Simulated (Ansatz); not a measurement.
Ideal-gas functions of H₄InNO, SMILES `[NH2][InH][OH]` at 600 K and 1 bar, from an Ansatz frequency run at PBE0-D4/def2-TZVP.

Molar mass 148.86 g/mol, point group C1 (symmetry number 1), electronic degeneracy 1, moments of inertia 41.322, 92.45, 133.468 u Å². Harmonic wavenumbers (cm⁻¹, unscaled): 133, 285, 314, 322, 429, 436, 597, 629, 746, 794, 1549, 1872, 3587, 3695, 3905.

Use S(trans) = R[1.5 ln M + 2.5 ln T − 1.1517]; rotational temperatures θ = 24.2544 K / I; S(rot) = R[ln(√π/σ · √(T³/θAθBθC)) + 1.5]; for each mode x = 1.438777 ν̃/T, S = R[x/(eˣ − 1) − ln(1 − e⁻ˣ)] and H = RT x/(eˣ − 1); 1 cm⁻¹ = 0.0119627 kJ/mol; R = 8.31446 J/(mol·K).

By hand: the entropy, in J/(mol·K).

Translation 185.8. Rotation: θ = 0.587, 0.2624, 0.1817 K, giving 111.9. Vibration, mode by mode: 17.85, 11.64, 10.87, 10.67, 8.44, 8.31, 6.01, 5.64, 4.51, 4.11, 0.98, 0.52, 0.01, 0.01, 0.01, in all 89.6. Electronic 0.0. Sum 387.3 J/(mol·K).

By hand: H − E and G − E in kJ/mol, counted from the electronic energy.

Zero-point energy ½ × 19293 × 0.0119627 = 115.4; thermal vibration 28.6; translation, rotation and pV give 4 RT = 20.0. H − E = 164.0 kJ/mol, and G − E = 164.0 − 600 × 387.3/1000 = -68.4 kJ/mol.

Vibration gives 23 % of the entropy, 17.9 J/(mol·K) of it from the mode under 150 cm⁻¹: soft modes count most, and the harmonic formula is weakest for them. The sum counts one conformer and one mirror image; others add a mixing term.
